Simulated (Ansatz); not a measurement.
The cluster Al₂SiO₅, relaxed as a singlet with RKS PBE-D4/def2-SVP in Ansatz, starting from the GFN2-xTB geometry. Force threshold 0.02 eV/Å.

Another isomer (singlet) lies 1.78 eV lower at PBE0-D4/def2-TZVP; other spin states weren't run for this one.

Start:

Cartesian coordinates in Å:
```
Al 0.043 -1.416 -1.053
Al -1.195 0.843 0.568
Si 1.489 -0.010 0.068
O 1.306 -0.136 -1.538
O 0.680 1.064 0.831
O 1.218 -1.576 0.386
O -1.263 -0.565 -0.476
O -2.277 1.796 1.215
```

| step | energy (eV) | largest force component (eV/Å) | SCF passes |
| --- | --- | --- | --- |
| 1 | -31275.2667 | 2.663 | 56 |
| 2 | -31275.5692 | 1.478 | 30 |
| 3 | -31275.7266 | 0.606 | 28 |
| 4 | -31275.7708 | 0.432 | 34 |
| 5 | -31275.7843 | 0.188 | 33 |
| 6 | -31275.7956 | 0.032 | 26 |
| 7 | -31275.7957 | 0.005 | 28 |

Force components are those of the run's own axes.

End:

Cartesian coordinates in Å:
```
Al 0.088 -1.346 -0.997
Al -1.177 0.752 0.501
Si 1.578 0.014 0.088
O 1.289 -0.107 -1.578
O 0.619 1.102 0.850
O 1.190 -1.600 0.430
O -1.410 -0.659 -0.560
O -2.177 1.844 1.265
```

By distances, no bond broke or formed. The bond that changes most is Si3–O5, from 1.55 to 1.64 Å (atoms count from 1).

No frequencies were taken in this run, so the end may be a saddle point.

Run time 10 s (4 threads of Arm Neoverse V1 on a shared host).
